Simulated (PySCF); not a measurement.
## Ru⁺: ionisation energy

Ru⁺ [Kr] 4d7 (4F) → Ru²⁺ [Kr] 4d6 (5D), as a difference of total energies. Calculation: PySCF 2.14, in x2c-TZVPPall (8s6p6d2f1g, 79 functions); the spin-free X2C one-electron Hamiltonian (Gaussian nucleus). Correlated levels: valence: [Kr] frozen; valence and next inner shell: [Ar] 3d10 frozen. The calculations carry no spin-orbit coupling.

```tsv
method	ionisation energy (eV)
UHF	14.918
LDA	17.313
PBE	17.035
PBE0	16.771
r2SCAN	16.757
BP86	17.201
B2PLYP	16.685
PBEsol	16.998
LC-wPBE	16.679
MP2 (valence)	16.319
SCS-MP2 (valence)	16.469
MP2 (valence and next inner shell)	16.433
SCS-MP2 (valence and next inner shell)	16.410
```

Task: How much does correlation contribute at MP2 (valence and next inner shell)?

Result: 16.433 − (14.918) = 1.515 eV, measured against UHF.

A first-order spin-orbit estimate (lowest level to lowest level, LS coupling) adds 0.046 eV.

Errors of the correlated levels include the incompleteness of this basis and the frozen core.

For comparison: 16.76 ± 0.06 eV (semi-empirical (NIST evaluation); NIST Atomic Spectra Database, ionization energies).
